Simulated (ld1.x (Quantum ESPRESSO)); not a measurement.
Reading a pseudo-wave (aluminium)

Columns: radius, all-electron u(r) and pseudo u(r) of the 3p shell (level -2.71 eV) of aluminium in the configuration [Ne] 3s2 3p1; PBE, scalar-relativistic, TM semilocal scheme, ld1.x (Quantum ESPRESSO) 7.5.

```
r (bohr)  all-electron   pseudo
   0.138        0.1110  -0.0044
   0.275        0.2015  -0.0172
   0.413        0.2082  -0.0383
   0.550        0.1591  -0.0666
   0.688        0.0818  -0.1019
   0.825       -0.0048  -0.1423
   0.963       -0.0920  -0.1873
   1.100       -0.1733  -0.2348
   1.238       -0.2474  -0.2837
   1.375       -0.3123  -0.3318
   1.513       -0.3690  -0.3781
   1.650       -0.4173  -0.4204
   1.788       -0.4579  -0.4582
   1.925       -0.4905  -0.4898
   2.062       -0.5159  -0.5152
   2.200       -0.5348  -0.5344
   2.338       -0.5477  -0.5475
   2.475       -0.5551  -0.5551
   2.613       -0.5580  -0.5580
   2.750       -0.5569  -0.5569
   2.888       -0.5523  -0.5523
   3.025       -0.5449  -0.5449
   3.162       -0.5352  -0.5352
   3.300       -0.5234  -0.5234
   3.438       -0.5102  -0.5102
   3.575       -0.4958  -0.4958
```

Problem. How many radial nodes do the two functions have?

Solution. The all-electron 3p function has n − l − 1 = 1; the pseudo-wave has 0, since the states of the same l below it are removed with the core.

Problem. At about which radius was the pseudo-wave matched?

Solution. 2.75 bohr. The columns agree to 0.0005 from 2.20 bohr on; several derivatives are matched, so the curves merge somewhat inside the radius.

Problem. Is the pseudo-wave norm-conserving?

Solution. Yes: the TM semilocal scheme keeps the norm inside the radius equal to the all-electron one, which fixes the energy derivative of the logarithmic derivative at the level.
